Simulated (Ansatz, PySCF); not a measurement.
This Ansatz (an electronic-structure program) input computes a PBE/def2-TZVPD energy:

Ansatz 0.2 input:
```yaml
crystal:
  periodic: [false, false, false]
  atoms:
    - {symbol: C, position_ang: [-1.86965061, 0.20288230, 0.10853541]}
    - {symbol: C, position_ang: [-0.43259113, -0.09073454, -0.07292925]}
    - {symbol: O, position_ang: [0.00113509, -1.08714066, -0.77414862]}
    - {symbol: O, position_ang: [0.42290164, 0.65747984, 0.47633148]}
    - {symbol: C, position_ang: [1.87560444, 0.41309837, 0.33022884]}
    - {symbol: H, position_ang: [-2.33266369, 0.36803722, -0.86836569]}
    - {symbol: H, position_ang: [-2.00015828, 1.08216939, 0.73218121]}
    - {symbol: H, position_ang: [-2.36035060, -0.65762285, 0.57193310]}
    - {symbol: H, position_ang: [2.13130095, 0.47587414, -0.72366926]}
    - {symbol: H, position_ang: [2.33196564, 1.20875074, 0.90559841]}
    - {symbol: H, position_ang: [2.10315734, -0.56670400, 0.74038699]}
    - {symbol: H, position_ang: [-0.70572139, -1.62469487, -1.17053760]}
basis:
  gaussian:
    orbitals: def2-TZVPD
hamiltonian:
  xc: {name: PBE}
total_charge: 1
output: {forces: true}
```

Task: Write an input for the same energy in PySCF and say what it gives.

Result: 
```python
from pyscf import gto, scf, dft

mol = gto.M(
    atom='''
    C    -1.86965061    0.20288230    0.10853541
    C    -0.43259113   -0.09073454   -0.07292925
    O     0.00113509   -1.08714066   -0.77414862
    O     0.42290164    0.65747984    0.47633148
    C     1.87560444    0.41309837    0.33022884
    H    -2.33266369    0.36803722   -0.86836569
    H    -2.00015828    1.08216939    0.73218121
    H    -2.36035060   -0.65762285    0.57193310
    H     2.13130095    0.47587414   -0.72366926
    H     2.33196564    1.20875074    0.90559841
    H     2.10315734   -0.56670400    0.74038699
    H    -0.70572139   -1.62469487   -1.17053760
    ''',
    basis='def2-tzvpd',
    charge=1,
    spin=0,
    verbose=4,
)

mf = dft.RKS(mol, xc='pbe').density_fit(auxbasis='def2-universal-jkfit')
mf.grids.level = 3
mf.conv_tol = 1e-9
mf.max_cycle = 100
mf.max_memory = 1500
mf.kernel()
if not mf.converged:
    mf = mf.newton()
    mf.kernel(mf.make_rdm1())
mf.analyze()
```
It gives -268.50756 Eh, and Ansatz -268.50740 Eh, a difference of 0.16 mEh, from the treatment of integrals and grids.

It need not be the lowest isomer of its formula.
